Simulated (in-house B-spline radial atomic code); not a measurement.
# Binding energies in the thulium ion Tm⁵⁺

NIST's tabulated ground configuration is [Kr] 4d10 4f11 5s2 5p5; each binding energy is the energy of the ion with one electron taken from that subshell, relaxed, less that of the parent. Level of theory: Dirac-Hartree-Fock, average of configuration, Fermi nucleus of rms radius 5.2256 fm; calculated with a B-spline radial code for spherical atoms. Energies include first-order Breit, QED and recoil terms.

| subshell | X-ray name | binding energy (eV) | -ε (eV) | relaxation (eV) |
| --- | --- | --- | --- | --- |
| 1s | K | 59465.8 | 59823.4 | 80.9 |
| 2s | L1 | 10202.4 | 10282.2 | 46.8 |
| 3s | M1 | 2394.2 | 2425.6 | 25.0 |
| 3d3/2 | M4 | 1594.8 | 1623.9 | 26.9 |
| 3d5/2 | M5 | 1550.5 | 1578.4 | 26.5 |
| 4s | N1 | 555.1 | 565.6 | 9.1 |
| 4d3/2 | N4 | 270.3 | 278.0 | 7.5 |
| 4d5/2 | N5 | 261.7 | 269.0 | 7.2 |
| 5s | O1 | 127.8 | 129.0 | 1.0 |
| 5p | O2,3 | 94.92 | 95.76 | 0.74 |
| 4f | N6,7 | 82.35 | 87.76 | 5.57 |

Relaxation = -ε minus the binding energy without Breit, QED and recoil terms.

(1) What does it cost to remove both a 3d3/2 and a 4s electron?

(2) What does it cost to remove both a 3d3/2 and a 5p electron?

(3) What does it cost to remove both a 2s and a 4d3/2 electron?

Answers

(1) 2184.5 eV, which is 34.63 eV more than the two single binding energies together.

(2) 1709 eV, which is 19.3 eV more than the two single binding energies together.

(3) 10508 eV, which is 34.95 eV more than the two single binding energies together.
